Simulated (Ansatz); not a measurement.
C₅H₁₀Si (SMILES C#C[Si](C)(C)C), singlet, at a GFN2-xTB geometry; SC-NEVPT2/STO-3G, CASSCF(2,2) (Ansatz, a first-principles code).

The Ansatz input:
Ansatz 0.2 input:
```yaml
crystal:
  periodic: [false, false, false]
  atoms:
    - {symbol: C, position_ang: [1.99706688, 1.59606239, 1.03885822]}
    - {symbol: C, position_ang: [1.12699151, 0.90069530, 0.58625197]}
    - {symbol: Si, position_ang: [-0.21993132, -0.17576983, -0.11440651]}
    - {symbol: C, position_ang: [-0.24448813, -1.81388773, 0.86055281]}
    - {symbol: C, position_ang: [0.16539640, -0.49475093, -1.95406751]}
    - {symbol: C, position_ang: [-1.87945393, 0.74336255, 0.07469491]}
    - {symbol: H, position_ang: [2.75883053, 2.20486639, 1.43512158]}
    - {symbol: H, position_ang: [-0.43598497, -1.64042591, 1.91529779]}
    - {symbol: H, position_ang: [-1.01608716, -2.48403813, 0.49181457]}
    - {symbol: H, position_ang: [0.70651628, -2.33218617, 0.78178520]}
    - {symbol: H, position_ang: [-0.59265727, -1.12130812, -2.41581986]}
    - {symbol: H, position_ang: [0.20893201, 0.43511891, -2.51325777]}
    - {symbol: H, position_ang: [1.12242208, -0.99367106, -2.07418229]}
    - {symbol: H, position_ang: [-2.09496864, 0.95439073, 1.11789552]}
    - {symbol: H, position_ang: [-1.86595746, 1.69142044, -0.45469255]}
    - {symbol: H, position_ang: [-2.70508330, 0.15772101, -0.32001340]}
basis:
  gaussian:
    orbitals: STO-3G
magnetization: {spin_polarized: false}
correlation: {method: sc_nevpt2, electrons: all, active_space: {window: {electrons: 2, orbitals: 2}}}
```

Q: Predict the main parts of the log of this Ansatz run.

A: 
```
Functional definition: HF
577 factors; integrals over basis functions are off by at most 4.4e-5 eV
mean field evaluation 1: about -13017.9122 eV, gradient 1.6e1 eV
mean field evaluation 2: about -13018.0509 eV, gradient 1.6e1 eV
mean field evaluation 4: about -13019.1503 eV, gradient 9.7e-1 eV
mean field evaluation 8: about -13019.1522 eV, gradient 4.7e-6 eV
mean field -13019.15224804 eV, -478.4450204171 hartree, gradient 1.2e-6 eV, S^2 0.000000; 0 other end points of the search recorded, 0 dependent functions left out; unrestricted orbitals would lower it
reference -13019.15224804 eV, -478.4450204171 hartree; 27, 27 occupied and 17, 17 virtual orbitals, 577 factors
state -13020.01309531 eV, -478.4766559707 hartree
state -13020.01309531 eV, -478.4766559707 hartree; corrected -13028.56688387 eV, -478.7910019025 hartree
Total energy: -13028.56688387 eV, -478.7910019025 hartree
```
